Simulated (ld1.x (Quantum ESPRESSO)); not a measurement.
**P (Z = 15): one change to a TM potential, before and after**

phosphorus, norm-conserving Troullier–Martins (Kleinman–Bylander form), made with ld1.x (Quantum ESPRESSO) 7.5 (Wu–Cohen, scalar-relativistic). Core [Ne], reference 3s2 3p3. Waves: 3s (bound): rc 1.30 bohr; 3p (bound): rc 1.55 bohr. Local part: all-electron potential smoothed inside 1.45 bohr (lloc = -1). Core correction: Bessel-smoothed model core, default radius (core density twice the valence density).

All-electron outer shells of the reference configuration (Wu–Cohen, scalar-relativistic, ld1.x):

```tsv
shell	level (eV)	outermost node (bohr)	outermost maximum (bohr)
2s	-173.69	0.14	0.42
2p	-124.48	–	0.36
3s	-13.93	0.65	1.58
3p	-5.48	0.64	1.83
```

Change: local potential all-electron potential smoothed inside 0.98 bohr (lloc = -1).

Cutoffs: the cutoffs (Ry, on a coarse ladder) from which the occupation-weighted sum of valence levels, in a spherical-Bessel basis at the reference potential, stays within 10 and 1 mRy of its value at 400 Ry; they do not see the model core or the augmentation charge, which bear on the density cutoff. Errors are all-electron minus pseudo energies relative to the spin-unpolarised reference configuration.

Problem. What does the change do?

Solution. The potential gets softer (35 Ry and 80 Ry → 21 Ry and 80 Ry); a bound ghost appears in s, which as a rule spoils a file; of the 7 tests that both files solve, the error grows in 5 and shrinks in 1 by more than 15 % and 0.3 meV (median size 6.3 → 21.8 meV); the range in which the s phases agree narrows (upper end 2.0 → -0.6); the range in which the p phases agree narrows (upper end 4.5 → 3.4). In the separable form a ghost depends on how the local part lies against the semilocal potential of the channel, so the choice of the local part can create or remove one.

```tsv
quantity	base	changed
cutoff, loose	35 Ry	21 Ry
cutoff, tight	80 Ry	80 Ry
bound ghosts	none	s
error for 3s2 3p2, meV [ΔE 9.71 eV]	+4.1	+12
error for 3s2 3p1, meV [ΔE 28.85 eV]	+29	+95
error for 3s2 3p0, meV [ΔE 58.60 eV]	+98	+402
error for 3s1 3p3, meV [ΔE 18.81 eV]	+6.3	+22
error for 3s1 3p4, meV [ΔE 8.52 eV]	-1.1	+1.3
error for 3s1 3p0, meV [ΔE 110.59 eV]	+202	+1191
error for 3s0 3p5, meV [ΔE 17.17 eV]	-5.0	-3.9
s: phases at 1.71 bohr within 0.05 rad from the reference energy up to (Ry; the scan ends near 5)	2.0	-0.6
p: phases at 1.71 bohr within 0.05 rad from the reference energy up to (Ry; the scan ends near 5)	4.5	3.4
```

 A true bound ghost makes a file unfit for plane-wave use even where its test errors are small: the radial tests pick states by their node count and pass the ghost by.
